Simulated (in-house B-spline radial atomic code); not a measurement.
Atomic self-consistent-field run: As⁷⁺. Level of theory: scalar-relativistic (X2C) CAM-B3LYP, spin-polarised, spherical fractional occupations, exact exchange averaged over the configuration, Fermi nucleus of rms radius 4.0968 fm; calculated with a B-spline radial code for spherical atoms.

Command:
```bash
python run_scf.py task.json out
```
Settings (nuclear radius in fm, mass in u):
```
Z                33
configuration    [Ar] 3d8
hamiltonian      x2c
method           camb3lyp
spin_polarised   True
nucleus          fermi
rms_radius       4.0968
atomic_mass      74.92159
speed_of_light   137.035999084
exact_exchange   averaged over the configuration
```

Output (hartree, bohr):
```
 radial grid: 64 intervals, B-splines of order 8, outer radius 8.961 bohr

 iter        energy (Eh)    residual
    1       -2217.804830    1.23e+00
    2       -2235.147158    8.62e-01
    3       -2244.014321    2.20e-01
    4       -2244.637285    4.38e-02
    5       -2244.652231    2.79e-02
    6       -2244.663158    1.02e-03
    7       -2244.663167    4.00e-05
    8       -2244.663167    2.09e-06
    9       -2244.663167    2.48e-07

 total energy                     -2244.66317
 kinetic                            2295.5749
 electron-nucleus                  -5290.3351
 Hartree                             830.1701
 exact exchange                      -16.8680
 exchange-correlation                -63.2050

 orbital      occ     eigenvalue          <r>       <r^2>       <1/r>       r_max
 1s up      1.000      -437.1076    0.0450984  0.00274973     34.1757     0.02928
 1s down    1.000      -437.1072     0.045098  0.00274967     34.1758     0.02928
 2s up      1.000       -60.3976     0.202354   0.0483549     7.49018        0.17
 2s down    1.000       -60.3129     0.202177    0.048265     7.49727      0.1699
 2p up      3.000       -53.5745     0.177082   0.0384187     7.23133      0.1362
 2p down    3.000       -53.5049      0.17687   0.0383165     7.23801      0.1361
 3s up      1.000       -12.1218     0.584858    0.392664     2.46203      0.5168
 3s down    1.000       -11.9763     0.586285    0.394655     2.45365      0.5173
 3p up      3.000        -9.9766     0.596402    0.415046     2.30738      0.5141
 3p down    3.000        -9.8201     0.598567    0.418199     2.29718      0.5148
 3d up      5.000        -6.4405     0.608382    0.450141      2.0549      0.4599
 3d down    3.000        -6.3113     0.613138    0.458069     2.04329      0.4617

 Slater integrals (Eh)
   F0(3p up,3p up)               1.512009
   F2(3p up,3p up)               0.760148
   F0(3p up,3p down)             1.509349
   F2(3p up,3p down)             0.758844
   F0(3p up,3d up)               1.498798
   F2(3p up,3d up)               0.724535
   G1(3p up,3d up)               0.871756
   G3(3p up,3d up)               0.543884
   F0(3p up,3d down)             1.493458
   F2(3p up,3d down)             0.721410
   F0(3p down,3p down)           1.506702
   F2(3p down,3p down)           0.757553
   F0(3p down,3d up)             1.496176
   F2(3p down,3d up)             0.723269
   F0(3p down,3d down)           1.490858
   F2(3p down,3d down)           0.720170
   G1(3p down,3d down)           0.868176
   G3(3p down,3d down)           0.540754
   F0(3d up,3d up)               1.500950
   F2(3d up,3d up)               0.726892
   F4(3d up,3d up)               0.459048
   F0(3d up,3d down)             1.495441
   F2(3d up,3d down)             0.723375
   F4(3d up,3d down)             0.456641
   (list cut)
```

Time taken, with all properties: 1.4 s on 1 thread of Arm Neoverse N1, with other jobs on the host.

One-electron X2C: radii and densities carry no picture-change correction, so inner-shell <1/r> comes out high (for 1s by about 2 % at Z = 33, 5 % at 54, 10 % at 75, 30 % at 118) and <r> low.
